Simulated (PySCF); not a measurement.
# Spinor energies of Hf²⁺ (hafnium, charge +2)

Start: [Xe] 4f14 5d1 6p1; 5d5/2 filled at m_j = +5/2; 6p3/2 filled at m_j = +3/2. Calculated with PySCF 2.14 in x2c-SVPall-2c with one added diffuse shell each of s, d type (8s9p10d2f, 99 functions): generalised Hartree-Fock with the X2C-1e Hamiltonian and a Gaussian nucleus; one run each with spin-orbit coupling (SO) switched off, then screened by Boettger's factors. This is a chosen level, not necessarily the ground level.

```csv
spinor shell,electrons,"ε, spin-free (eV)","ε, screened SO (eV)",weight of nominal j (screened SO),"rms radius, screened SO (bohr)"
1s1/2,2,-65710.4,-65692.3,1.000,0.0215
2s1/2,2,-11393.8,-11388.2,1.000,0.0869
2p1/2,2,-10009.0,-10858.5,1.000,0.0740
2p3/2,4,-10009.0,-9660.4,1.000,0.0812
3s1/2,2,-2673.0,-2671.2,1.000,0.222
3p1/2,2,-2251.9,-2436.4,1.000,0.214
3p3/2,4,-2251.9,-2175.0,1.000,0.228
3d3/2,4,-1748.5,-1781.4,1.000,0.202
3d5/2,6,-1748.5,-1725.0,1.000,0.206
4s1/2,2,-586.82,-586.38,1.000,0.498
4p1/2,2,-446.11,-488.66,1.000,0.508
4p3/2,4,-446.11,-428.41,1.000,0.541
4d3/2,4,-260.68,-267.27,1.000,0.571
4d5/2,6,-260.68,-256.04,1.000,0.583
5s1/2,2,-101.86,-101.88,1.000,1.22
5p1/2,2,-64.816,-69.931,0.995,1.42
5p3/2,4,-64.816,-62.757,0.997,1.45
4f5/2,6,-53.326,-54.146,0.994,0.738
4f7/2,8,-53.326,-52.521,0.996,0.744
5d5/2,1,-26.448,-26.165,1.000,2.24
6p3/2,1,-14.629,-14.559,1.000,5.08
```

```
   quantity     spin-free   screened SO
E (hartree)  -15065.27448  -15081.01009
        M_J             4             4
       ⟨J²⟩        20.003        20.003
       ⟨L²⟩        12.003        12.089
       ⟨S²⟩         2.001         2.087
```

Each row is a mean over spinors that exchange with the open shell spreads, by up to 3.370 eV (5p3/2).

Breit and QED terms are absent; they matter most for the inner s and p1/2 levels.

Densities and radii are taken from the X2C orbitals without a picture-change correction, which distorts them close to the nucleus.

Without spin-orbit coupling the j labels of p, d and f shells carry no meaning; the spin-free column gives the mean over the occupied spinors of each nl shell.
